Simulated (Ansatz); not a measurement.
Geometry optimisation, Ansatz, RKS revPBE-D4/6-31G*.

Input file:

```yaml
crystal:
  periodic: [false, false, false]
  atoms:
    - { symbol: C, position_ang: [-0.3893, 1.1516, -0.753] }
    - { symbol: "N", position_ang: [0.0093, -0.0967, -0.2404] }
    - { symbol: Si, position_ang: [1.0676, -0.1973, 1.0716] }
    - { symbol: P, position_ang: [-1.153, -1.2588, -0.0822] }
    - { symbol: H, position_ang: [-0.973, 1.0708, -1.7321] }
    - { symbol: H, position_ang: [-1.0946, 1.7421, -0.064] }
    - { symbol: H, position_ang: [0.4434, 1.8519, -0.979] }
    - { symbol: H, position_ang: [1.649, -1.5705, 1.2133] }
    - { symbol: H, position_ang: [0.415, 0.2575, 2.3664] }
    - { symbol: H, position_ang: [2.237, 0.7174, 0.8368] }
    - { symbol: H, position_ang: [-1.703, -1.2834, -1.3956] }
    - { symbol: H, position_ang: [-0.4315, -2.4398, -0.2079] }
basis:
  gaussian: { orbitals: "6-31G*" }
hamiltonian:
  xc: revpbe
  dispersion: d4
relax:
  f_tol: 0.015
  max_steps: 40
```

Run as:

```bash
$ ansatz run input.yaml --threads 1 --pin off --max-ram 2048MiB --backend cpu --events-out ev --progress --plain --runs-dir out
```

Problem. Where does it end, and by what steps?

Solution. It converged. After 22 steps the energy has fallen by 0.782 eV; H11 moved furthest, 1.83 Å.

```
step  energy less start (eV)  largest force component (eV/Å)  accepted
   0                  0.0000                           3.877       yes
   1                 -0.4214                           1.848       yes
   2                 -0.5847                           0.214       yes
   3                 -0.5378                           0.343        no
   4                 -0.6011                           0.085       yes
   5                 -0.6089                           0.144       yes
   6                 -0.6193                           0.097       yes
   7                 -0.6200                           0.420       yes
   8                 -0.6305                           0.135       yes
   9                 -0.6283                           0.174        no
  10                 -0.6366                           0.211       yes
  11                 -0.6439                           0.082       yes
  12                 -0.6505                           0.243       yes
  13                 -0.6539                           0.375       yes
  14                 -0.6651                           0.315       yes
  15                 -0.6845                           0.227       yes
  16                 -0.6993                           0.456       yes
  17                 -0.7125                           0.460       yes
  18                 -0.7447                           0.222       yes
  19                 -0.7685                           0.078       yes
  20                 -0.7780                           0.192       yes
  21                 -0.7786                           0.214       yes
  22                 -0.7825                           0.011       yes
```

```xyz
12
Properties=species:S:1:pos:R:3
C -0.517 1.374 -0.657
N -0.079 -0.005 -0.370
Si 1.177 -0.286 0.827
P -1.248 -1.244 -0.756
H -1.028 1.409 -1.634
H -1.209 1.781 0.108
H 0.365 2.037 -0.706
H 1.813 -1.612 0.539
H 0.671 -0.321 2.247
H 2.184 0.822 0.713
H -0.334 -2.350 -0.830
H -1.719 -1.660 0.553
```

Whether the end is a true minimum wasn't checked by a vibrational analysis.

Run time: 3 min on 1 thread of Intel(R) Xeon(R) Processor @ 2.50GHz (Skylake/Cascade Lake), with other jobs on the host, peak memory 0.16 GiB.
